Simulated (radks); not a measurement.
Numerical settings for the vanadium ion V2+, [Ar] 3d3. All-electron calculation, scalar-relativistic Kohn-Sham, PBE, spin-polarised, spherical densities, finite nucleus; open shells are filled with parallel spins first; Fermi nuclear charge, rms radius 3.6002 fm. Program: a radial shooting solver on a logarithmic mesh with Libxc functionals. The defaults (mesh step 0.008 in ln r, mesh end at 40 bohr or more with all orbitals vanishing there, Anderson mixing 0.5 over 9 steps, residual threshold near 1e-9 with the energy settled to 1e-9 hartree or 1e-11 of itself, here a cap of 97 iterations) give E = -948.2689 hartree and 3d at -22.343 eV in 17 iterations. Times are rough (one thread of a shared host). Changes against that run (0 stands for a change within the tolerance of the run):

| setting | iterations | converged | E (mhartree) | e(3d) (meV) | CPU (s) |
|---|---|---|---|---|---|
| mesh step in ln r 0.08 | 4 | no | diverged | - | 0.02 |
| mesh step in ln r 0.03 | 15 | yes | +0.000165 | 0 | 0.07 |
| mesh step in ln r 0.12 | 2 | no | diverged | - | 0.01 |
| mesh end (bohr) 12 | 17 | yes | 0 | 0 | 0.18 |
| mesh end (bohr) 1 | 17 | level above zero | +6.54e+04 | +2.39e+05 | 0.13 |
| residual threshold 0.001 | 10 | yes | 0 | +0.0748 | 0.13 |
| residual threshold 1e-13 | 97 | no | 0 | 0 | 0.65 |
| mixing 2.5 | 32 | yes | 0 | 0 | 0.33 |
| linear mixing, mixing 0.8 | 25 | no | diverged | - | 0.27 |
| linear mixing, mixing 0.2 | 88 | yes | 0 | 0 | 0.76 |
| mixing history 3 | 27 | yes | 0 | 0 | 0.26 |
| iteration cap 5 | 5 | no | +0.00506 | +75.9 | 0.07 |

Settled on a wrong energy, with an occupied level pushed above zero by the early mesh end: mesh end (bohr) 1 (+65.4 hartree). Apart from these: no run marked as converged misses the energy by more than 1 mhartree. A mesh that ends early acts as a hard wall.
